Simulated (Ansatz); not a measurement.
System: sum formula H$_{6}$SiN$_{3}$O (charge -1, singlet). It need not be the lowest isomer of its formula. Whether it binds its extra electron was not tested at this geometry. 
Geometry from a B3LYP-D3(BJ)/def2-TZVP (Ansatz, a first-principles code) optimisation:
```
Si
O 1 1.5616
N 1 1.7873 2 115.99
H 3 1.0122 1 111.41 2 -112.18
H 3 1.0128 4 108.06 1 -122.13
N 1 1.7873 2 115.99 3 -120.00
H 6 1.0122 1 111.41 2 -112.18
H 6 1.0128 7 108.06 1 -122.13
N 1 1.7873 2 115.99 3 120.00
H 9 1.0122 1 111.41 2 -112.18
H 9 1.0128 10 108.06 1 -122.13
```
Charge -1, spin multiplicity 1.

Basis-set convergence of Hartree-Fock and MP2 correlation energies (hartree) with Ansatz. Valence correlation only, unless marked. Spin-orbit coupling is left out. No relativistic terms. This anion needs diffuse functions, which these sets lack.

```csv
basis,functions,E(HF),"E(corr, MP2)"
cc-pV(D+d)Z,109,-530.77392,-0.80720
cc-pV(T+d)Z,243,-530.89307,-1.02551
cc-pV(Q+d)Z,464,…,…
```

Some entries are withheld; supply them.


- cc-pV(Q+d)Z, E(HF): -530.92172
- cc-pV(Q+d)Z, E(corr, MP2): -1.10504
